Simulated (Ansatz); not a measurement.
Computed with Ansatz on PBE0-D4/def2-TZVP structures; ΔE is electronic, products minus reactants. CCSD(T)/CBS adds triple-zeta CCSD(T) − MP2 to the extrapolated MP2 energy (def2 sets, frozen cores). DFT in def2-TZVPP. B3LYP here is the variant with VWN-RPA as its local correlation; programs differ in this. For Ga outer-core shells are correlated without core-valence functions, which leaves a few kJ/mol of doubt a bond. Scalar relativity is left out up to krypton. Each species was taken in one conformer, which may not be the lowest.

Reaction (redistribution): `[OH][Ga]([Cl])[O][SiH3]` + `[F][Al]([F])[SH]` → `[F][Ga]([Cl])[O][SiH3]` + `[OH][Al]([F])[SH]`

Problem. Is it downhill or uphill in electronic energy at CCSD(T)/CBS, and by how much? (An estimate is asked.)

Solution. Ansatz gave: Uphill: ΔE = +30.2 kJ/mol.

Problem. What do these levels give: PBE-D4, r2SCAN-D4, PBE0-D4, B3LYP, SCS-MP2/def2-QZVPP, MP2/CBS(def2)? (An estimate is asked.)

Solution. Ansatz gave: PBE-D4 25.6, r2SCAN-D4 24.2, PBE0-D4 24.7, B3LYP 22.8, SCS-MP2/def2-QZVPP 28.1, MP2/CBS(def2) 31.4 kJ/mol.

Largest T1 diagnostic among the species: 0.013.

In def2-TZVPP, CCSD(T) changes the Hartree–Fock value by +8.4 kJ/mol (the triples alone add +0.9 kJ/mol) and MP2 by +9.6 kJ/mol.
